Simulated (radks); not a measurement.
The numbers below are computed, except where a source is named.
The gadolinium ion Gd3+, 61 electrons, occupied as [Xe] 4f7. Code: a radial shooting solver on a logarithmic mesh with Libxc functionals. Model: non-relativistic Kohn-Sham, PBE, spin-polarised, spherical densities, point nucleus; open shells are filled with parallel spins first (spin-orbit coupling, left out, can overturn this in heavy ions); relativity is left out, which matters for an element this heavy.

Normalised radial functions P(r) = r R(r), r in bohr:

r            4d up  4d down    5p up
0.0009009   0.0000   0.0000   0.0004
0.00104     0.0000   0.0000   0.0005
0.001192    0.0000   0.0000   0.0007
0.001377    0.0000   0.0000   0.0009
0.001577    0.0000   0.0000   0.0012
0.001807    0.0000   0.0000   0.0016
0.002087    0.0000   0.0000   0.0021
0.002391    0.0001   0.0001   0.0027
0.002761    0.0001   0.0001   0.0036
0.003163    0.0001   0.0001   0.0047
0.003653    0.0002   0.0002   0.0062
0.004185    0.0003   0.0003   0.0079
0.004795    0.0005   0.0005   0.0102
0.005538    0.0008   0.0008   0.0133
0.006345    0.0011   0.0011   0.0170
0.007327    0.0017   0.0017   0.0220
0.008395    0.0025   0.0025   0.0279
0.009618    0.0036   0.0036   0.0352
0.01111     0.0054   0.0054   0.0447
0.01273     0.0079   0.0078   0.0556
0.0147      0.0116   0.0116   0.0694
0.01684     0.0167   0.0167   0.0849
0.01929     0.0239   0.0238   0.1026
0.02228     0.0346   0.0345   0.1236
0.02552     0.0487   0.0486   0.1451
0.02948     0.0692   0.0690   0.1686
0.03377     0.0953   0.0950   0.1898
0.039       0.1320   0.1317   0.2090
0.04468     0.1770   0.1766   0.2209
0.05119     0.2336   0.2330   0.2233
0.05912     0.3071   0.3063   0.2113
0.06774     0.3890   0.3879   0.1825
0.07823     0.4863   0.4849   0.1307
0.08962     0.5829   0.5812   0.0613
0.1027      0.6754   0.6734  -0.0247
0.1186      0.7551   0.7526  -0.1257
0.1359      0.7965   0.7936  -0.2175
0.1569      0.7845   0.7812  -0.2925
0.1798      0.7026   0.6990  -0.3236
0.2076      0.5283   0.5244  -0.2974
0.2378      0.2792   0.2755  -0.2092
0.2725     -0.0390  -0.0423  -0.0652
0.3147     -0.4198  -0.4222   0.1245
0.3605     -0.7778  -0.7788   0.3024
0.4164     -1.1019  -1.1014   0.4417
0.477      -1.3108  -1.3095   0.4867
0.5465     -1.3975  -1.3959   0.4240
0.6312     -1.3528  -1.3512   0.2418
0.7231     -1.2034  -1.2022  -0.0125
0.8351     -0.9737  -0.9736  -0.3189
0.9568     -0.7338  -0.7352  -0.5905
1.096      -0.5091  -0.5122  -0.7996
1.266      -0.3142  -0.3187  -0.9209
1.45       -0.1806  -0.1852  -0.9314
1.675      -0.0896  -0.0932  -0.8452
1.919      -0.0409  -0.0433  -0.7006
2.216      -0.0155  -0.0167  -0.5193
2.539      -0.0053  -0.0058  -0.3553
2.909      -0.0015  -0.0017  -0.2200
3.36       -0.0003  -0.0004  -0.1172
3.849      -0.0001  -0.0001  -0.0566
4.445      0.0000  0.0000  -0.0223
5.093      0.0000  0.0000  -0.0078

4d up: eigenvalue -177.65 eV, 1 radial node at r = 0.268 bohr, <r> = 0.636 bohr, 90 % of the charge inside 0.954 bohr. 4d down: eigenvalue -171.40 eV, 1 radial node at r = 0.268 bohr, <r> = 0.637 bohr, 90 % of the charge inside 0.957 bohr. 5p up: eigenvalue -51.493 eV, 3 radial nodes at r = 0.0990, 0.287, 0.719 bohr, <r> = 1.55 bohr, 90 % of the charge inside 2.25 bohr.
